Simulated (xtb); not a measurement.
In(Et)(OH)(NH2) (C2H8InNO), SMILES C[CH2][In]([NH2])[OH]. All values are semi-empirical tight-binding results from xtb (GFN2-xTB unless named), good for trends rather than for accurate numbers. Coordinates come from a GFN2-xTB optimisation. Other conformers were not sampled.

Optimised geometry:

```xyz
13

In     0.0483    -0.0050     0.3140
C      0.6473    -0.9482    -1.6426
C     -0.1042    -0.2789    -2.7728
H      0.4238    -2.0122    -1.5674
H      1.7245    -0.8150    -1.7390
H      0.0591     0.7980    -2.7538
H     -1.1761    -0.4589    -2.6871
H      0.2357    -0.6646    -3.7361
O     -0.7251     1.7945     0.1399
H     -1.1262     2.1252     0.9416
N     -0.0949    -0.6296     2.2993
H      0.2082     0.1154     2.9218
H      0.4907    -1.4307     2.5101
```
Charge 0, spin multiplicity 1.

For metal compounds this method's bond lengths and energies can be far off.

```
Property                                       Value
-------------------------------------  -------------
orbital gap                                  2.91 eV
zero-point energy                      61.1 kcal/mol
G − E(el) at 298.15 K (modified RRHO)  38.9 kcal/mol
```

Problem. Give the atomic charges and the Wiberg bond orders between heavy atoms. (The exact figures need the calculation; the answer reports its results.)

Solution. charges (e) In1 0.24, C2 -0.08, C3 -0.10, H4 0.06, H5 0.06, H6 0.08, H7 0.06, H8 0.05, O9 -0.55, H10 0.29, N11 -0.41, H12 0.16, H13 0.15. Bond orders In1–C2 0.70, C2–C3 1.03, In1–O9 0.98, In1–N11 0.93.
